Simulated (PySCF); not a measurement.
# Level of theory and adiabatic energies of losing or gaining an electron: `O=C1OB(F)OC1=O` (C2BFO4)

All levels share the PBE0-D3(BJ)/def2-SVP structures and the PBE0-D3(BJ)/def2-SVP thermal terms; only the single-point energies (PySCF) change. Values are adiabatic energies of losing or gaining an electron (0 K, eV).

```
                                                             level  electron affinity to the radical anion     time
                                             PBE0-D3(BJ)/6-311+G**                                    1.70     91 s
LC-ωPBE/6-311+G** (grid 2, guess 1e, max cycle 100, fallback True)                                    1.76  3.7 min
                                          B3LYP-D3(BJ)/ma-def2-SVP                                    1.86        –
```

Times are wall times for all single points of a level on 1 thread of Arm Neoverse V2, a shared host; the dash marks the run that also made the structures. LC-ωPBE ran on a slower path of this set-up, which computes the density-fitting integrals anew in every SCF cycle while the other levels store them. This lengthens the times of such levels.

The spread: 0.16 eV, from 1.70 to 1.86.

Note: structures of the anions come from def2-SVP, which lacks diffuse functions; ma-def2-SVP is a small basis, whose errors can reach tens of kJ/mol.

---

## How the method moves the adiabatic energies of losing or gaining an electron of `[PH2][GeH2][Cl]` (ClGeH4P)

All levels share the GFN2-xTB structures and the GFN2-xTB thermal terms; only the single-point energies (PySCF) change. Values are adiabatic energies of losing or gaining an electron (0 K, eV).

```tsv
level	ionisation energy to the radical cation
ωB97X-D3(BJ)/def2-TZVP	9.33
ωB97X-D3(BJ)/ma-def2-TZVP	9.34
ωB97M-D3(BJ)/aug-cc-pVDZ (grid 3)	9.36
```

The spread: 0.03 eV, from 9.33 to 9.36.

Note: spin-orbit coupling is left out of the energies, which matters for open shells on the heavier atoms; atoms from Ga to Kr are treated without relativity.

---

**How the method moves the adiabatic energies of losing or gaining an electron of `C[C@H]1C[P@](C)(=N)C1` (C5H12NP)**

All levels share the B3LYP-D3(BJ)/ma-def2-SVP structures and the GFN2-xTB thermal terms; only the single-point energies (PySCF) change. Values are adiabatic energies of losing or gaining an electron (0 K, eV).

| level | ionisation energy to the radical cation | time |
| --- | --- | --- |
| PBE0-D3(BJ)/ma-def2-SVP | 7.65 | – |
| CAM-B3LYP-D3(BJ)/ma-def2-SVP | 7.73 | 3.5 min |
| ωB97X-D3(BJ)/ma-def2-SVP (grid 2, conv 1e-06) | 7.78 | 3.9 min |

Times are wall times for all single points of a level on 1 thread of Arm Neoverse N1, a shared host; the dash marks the run that also made the structures.

The spread: 0.13 eV, from 7.65 to 7.78.

Note: ma-def2-SVP is a small basis, whose errors can reach tens of kJ/mol.
